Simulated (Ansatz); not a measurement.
System: C₃HO (charge -1, singlet). It need not be the lowest isomer of its formula. Whether it binds its extra electron was not tested at this geometry. 
Geometry from a B3LYP-D3(BJ)/def2-TZVP (Ansatz, a program for electronic structure) optimisation:
SMILES: C(=[CH-])=C=O
```xyz
5

C     -1.9816     0.0535    -0.0496
C     -0.6466    -0.1077    -0.0209
C      0.6106     0.0812     0.0189
O      1.8224     0.0983     0.0511
H     -2.4731    -0.9482    -0.1000
```
Charge -1, spin multiplicity 1.

Parts of the frozen-core correlation energy in cc-pVDZ (Ansatz, hartree). Frozen orbitals: 4; correlated occupied orbitals by spin: 10 and 10; virtual: 47 and 47. Spin-orbit coupling is left out. Non-relativistic. The restricted reference is unstable.

| term | value |
|---|---|
| reference (HF) | -188.92436 |
| MP2 opposite-spin | -0.40432 |
| MP2 same-spin | (withheld) |
| CCSD correlation | (withheld) |
| (T) | (withheld) |
| T1 diagnostic | 0.023 |
| largest doubles amplitude | 0.100 |

### Question
Fill in the missing entries.

### Answer

- MP2 same-spin, value: -0.14928
- CCSD correlation, value: -0.57092
- (T), value: -0.02644
